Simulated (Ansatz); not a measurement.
Born–Oppenheimer molecular dynamics of BrClF₃H₂OTa (9 atoms, charge 0, multiplicity 1). It starts at the highest image of a converged band. Of that band: The profile has 2 maxima (images 2, 5) with wells between them (image 3): this band takes more than one step, which may be the mechanism or a detour left from its start path. A vibrational analysis at the climbing image gives one clearly imaginary mode, 190i cm⁻¹: a first-order saddle point.

These are results of RKS PBE/def2-SVP in Ansatz 0.2.0, not measurements.

```json
{
  "ensemble": "NVE (velocity Verlet)",
  "time step": "0.5 fs",
  "steps asked": "200",
  "starting velocities drawn for": "300 K",
  "seed": "9382"
}
```

First frame:

```xyz
9
Properties=species:S:1:pos:R:3
Ta -0.188 -0.140 0.178
Cl 2.356 0.410 0.082
F 0.077 0.144 2.033
O -0.013 -0.706 -1.610
H 0.384 -1.178 -2.358
F -0.645 1.638 -0.179
F -1.853 -0.943 0.464
Br 1.201 -2.501 0.779
H 2.171 -1.129 0.488
```

Q: How far do the bonds stretch over the last three quarters of this one trajectory? (Pairs bonded in most of those frames.)

A: 
```json
{"bond": "Ta1–Cl2", "mean (Å)": "2.911", "spread (Å)": "0.099", "shortest": "2.74", "longest": "3.09"}
{"bond": "Ta1–F3", "mean (Å)": "1.902", "spread (Å)": "0.004", "shortest": "1.90", "longest": "1.91"}
{"bond": "Ta1–O4", "mean (Å)": "1.888", "spread (Å)": "0.019", "shortest": "1.86", "longest": "1.93"}
{"bond": "Ta1–F6", "mean (Å)": "1.889", "spread (Å)": "0.013", "shortest": "1.87", "longest": "1.91"}
{"bond": "Ta1–F7", "mean (Å)": "1.866", "spread (Å)": "0.014", "shortest": "1.84", "longest": "1.88"}
{"bond": "Ta1–Br8", "mean (Å)": "2.605", "spread (Å)": "0.087", "shortest": "2.48", "longest": "2.75"}
{"bond": "Cl2–H9", "mean (Å)": "1.357", "spread (Å)": "0.040", "shortest": "1.30", "longest": "1.46"}
{"bond": "O4–H5", "mean (Å)": "0.969", "spread (Å)": "0.006", "shortest": "0.96", "longest": "0.98"}
```

Mean temperature of the second half: 254 K. The conserved energy stayed within 0.016 meV per atom of its start (net change 0.00011 meV per atom), so the integration is sound. A run of 0.1 ps of so small a system gives no equilibrium averages. The orbitals stay closed-shell, which can raise the energy where a bond breaks towards radicals; this wasn't checked here.

Run time: 5.3 min on 4 threads of Intel(R) Xeon(R) Platinum 8375C CPU @ 2.90GHz (Ice Lake), on a shared host, peak memory 0.26 GiB.
